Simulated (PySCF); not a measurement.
C₃H₅ (SMILES [CH2]C=C), doublet, geometry from GFN2-xTB. Base run: M062X/STO-3G (PySCF).

Here is a job for PySCF.
```python
from pyscf import gto, scf, dft

mol = gto.Mole()
mol.atom = '''
    C     1.219304   -0.012559   -0.151920
    C    -0.050356    0.420887    0.136223
    H     1.396419   -1.020277   -0.484940
    H     2.071795    0.634233   -0.055479
    H    -0.172892    1.445064    0.467704
    C    -1.174911   -0.358483    0.031830
    H    -2.150568    0.024173    0.268577
    H    -1.108971   -1.382263   -0.292658
'''
mol.basis = 'sto-3g'
mol.charge = 0
mol.spin = 1
mol.verbose = 4
mol.build()

mf = dft.UKS(mol)
mf.xc = 'm062x'
mf.kernel()
mf.analyze()
```

The base run was repeated with changes; each row names its change, and settings that it needs were set with it.

```json
[
 {"change": "base", "ΔE vs base (µEh)": "0.0", "SCF cycles": "8", "<S^2>": "0.796"},
 {"change": "diis_space = 12", "ΔE vs base (µEh)": "0.0", "SCF cycles": "8", "<S^2>": "0.796"},
 {"change": "diis_space = 2", "ΔE vs base (µEh)": "0.0", "SCF cycles": "16", "<S^2>": "0.796"},
 {"change": "init_guess = 1e", "ΔE vs base (µEh)": "0.0", "SCF cycles": "14", "<S^2>": "0.796"},
 {"change": "solver = newton", "ΔE vs base (µEh)": "0.0", "SCF cycles": "-", "<S^2>": "0.796"},
 {"change": "DIIS = EDIIS", "ΔE vs base (µEh)": "0.0", "SCF cycles": "25", "<S^2>": "0.796"},
 {"change": "diis = off; damp = 0.6 (with mf.diis_start_cycle = 200; with mf.max_cycle = 150)", "ΔE vs base (µEh)": "0.0", "SCF cycles": "39", "<S^2>": "0.796"},
 {"change": "init_guess = huckel", "ΔE vs base (µEh)": "0.0", "SCF cycles": "9", "<S^2>": "0.796"},
 {"change": "init_guess = atom", "ΔE vs base (µEh)": "0.0", "SCF cycles": "8", "<S^2>": "0.796"},
 {"change": "diis = off (with mf.max_cycle = 100)", "ΔE vs base (µEh)": "0.0", "SCF cycles": "27", "<S^2>": "0.796"},
 {"change": "init_guess = sap", "ΔE vs base (µEh)": "0.0", "SCF cycles": "9", "<S^2>": "0.796"},
 {"change": "diis_space = 4", "ΔE vs base (µEh)": "0.0", "SCF cycles": "10", "<S^2>": "0.796"},
 {"change": "conv_tol = 1e-4", "ΔE vs base (µEh)": "2.6", "SCF cycles": "5", "<S^2>": "0.796"}
]
```

Open shells are given as the SCF converged; they aren't shown to be the lowest states, and a large step between rows can be another state.
